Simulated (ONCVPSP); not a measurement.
# Varying the ONCV potential for iodine (I)

Base potential:

iodine, optimised norm-conserving Vanderbilt (ONCV), made with ONCVPSP 4.0.1 (PBEsol, scalar-relativistic). Core [Kr] 4d10, reference 5s2 5p4 (charge +1). Waves: 5s: rc 1.70 bohr, ncon 4, nbas 9, qcut 3.4 1/bohr, 3 projectors, debl 1.2 Ha; 5p: rc 1.85 bohr, ncon 3, nbas 8, qcut 3.8 1/bohr, 2 projectors, debl 3.8 Ha. Local part: polynomial inside 1.45 bohr (lpopt 5, dvloc0 4 Ha). Core correction: Teter function, fcfact 4.5, rcfact 1.65.

Cutoffs, loose and tight: the cutoffs (Ha) at which the residual kinetic energy of the hardest occupied pseudo-wave falls to 1 and 0.1 mHa per electron. They do not see the model core or the augmentation charge, which bear on the density cutoff. Test errors are all-electron minus pseudo excitation energies from the reference, over the configurations 5s2 5p5; 5s2 5p3; 5s2 5p2; 5s1 5p6. A dash means not determined; rows that change the core or the reference have their own tests.

A true bound ghost makes a file unfit for plane-wave use even where its test errors are small: the radial tests pick states by their node count and pass the ghost by.

| change | outcome | cutoff, loose | cutoff, tight | bound ghosts | GHOST(+) flags above zero | largest test error (meV) |
| --- | --- | --- | --- | --- | --- | --- |
| base | generated | 29 Ha | 76 Ha | s | s, p | -278 |
| p: ncon 5, nbas 10 | generated | 29 Ha | 76 Ha | s | s, p | -280 |
| p: rc 2.14 | generated | 29 Ha | 76 Ha | s | s, p | -291 |
| core correction Teter function, fcfact 4.1, rcfact 1.65 | generated | 29 Ha | 76 Ha | s | s, p | -262 |
| s: qcut 2.7 | generated | 70 Ha | 83 Ha | s | s, p | -278 |
| all radii but the core radius scaled by about 1.12 (s 1.90, p 2.06 bohr); local potential polynomial inside 1.62 bohr (lpopt 5, dvloc0 4 Ha) | generated | 31 Ha | 63 Ha | none | s | -286 |
| p: rc 2.62 | generated | 29 Ha | 76 Ha | s | s, p | -337 |
| local potential polynomial inside 1.25 bohr (lpopt 1, dvloc0 3 Ha) | generated | 29 Ha | 76 Ha | s | s, p | -278 |
| functional LDA (Perdew-Wang 92) | generated | 31 Ha | 76 Ha | s | s, p | -216 |
| local potential polynomial inside 1.45 bohr (lpopt 5, dvloc0 5 Ha) | generated | 29 Ha | 76 Ha | s | s, p | -278 |
